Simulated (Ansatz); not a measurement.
```yaml
atoms:
  - { symbol: C, position_ang: [-0.0144, -0.0466, -0.6295] }
  - { symbol: F, position_ang: [-0.0296, -0.0257, 0.7758] }
  - { symbol: H, position_ang: [0.0243, -1.0750, -0.9768] }
  - { symbol: H, position_ang: [-0.9243, 0.5199, -1.0386] }
  - { symbol: H, position_ang: [0.9044, 0.4687, -1.0010] }
```

Basis set: STO-3G (spherical functions). Correlated methods keep 2 orbitals frozen. Charge 0, multiplicity 1.

Computed with Ansatz (development build ahead of 0.2.0); each method stands on the lowest determinant of its kind that the runs found. Restricted open shells among the atoms or ions are ROHF, correlated in semicanonical orbitals with singles.

Task: Give the atomization energy at this shape (free ground-state atoms in the same class of orbitals less the molecule, no zero-point energy) of singlet CH₃F by RHF-MP2, RHF.

Result:

```
 method  atomization energy
RHF-MP2            17.48 eV
    RHF            15.81 eV
```

This basis has no polarisation functions and is too small for such energies, which can lie far from measured ones in either direction.
